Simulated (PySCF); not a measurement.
NMR data simulated for an unnamed compound:

1H NMR (400 MHz, computed): δ 7.94 (d, 1H), 7.53 (s, 1H), 6.53 (d, 1H), 4.67 (q, 1H), 1.37 (d, 3H), 0.79 (br s, 1H).

13C{1H} NMR (computed): δ 163.9 (C), 155.6 (CH), 148.1 (CH), 129.7 (C), 124.0 (CH), 70.6 (CH), 27.9 (CH3).

Computed data (PySCF 2.14): geometry: GFN2-xTB, GIAO PBE0/pcSseg-1 shieldings. Non-relativistic Hamiltonian, in vacuum, equivalent nuclei averaged, a single conformation.

Shifts are taken against calculated references (same method and geometry level): 1H and 13C vs TMS.

Which of these does the molecule contain: an ester, a tert-butyl group, an OH group, a heteroaromatic ring, a C≡C triple bond?

## Answers


- An ester: no.
- A tert-butyl group: no.
- An OH group: yes (δH 0.79 (br s)).
- A heteroaromatic ring: yes.
- A C≡C triple bond: no.

The data belong to `c1([C@@H](C)O)ccc(=O)oc1`, C7H8O3; they needn't prove each group on their own.

Carbon signals by region: 1 in the far downfield region (above 160 ppm), 4 in the sp2 and nitrile region (100–160 ppm), 1 at 50–100 ppm, 1 below 50 ppm. Above 160 ppm: 163.9, ring carbonyl carbon.

OH/NH shifts are gas-phase values; hydrogen bonding in solution moves them, usually downfield. Shifts are as computed. Against solution values, carbons near 30 ppm lie about +3 ppm off and those near 130 ppm about +5 ppm. Of 1211 compounds with measured shifts, 218 miss one by over three times the rms of a fit or turn the order of signals round; such compounds aren't used in these exercises. Multiplicities follow the n + 1 count of equivalent neighbours, as no J values were calculated; m marks all less simple cases, F and P coupling included.
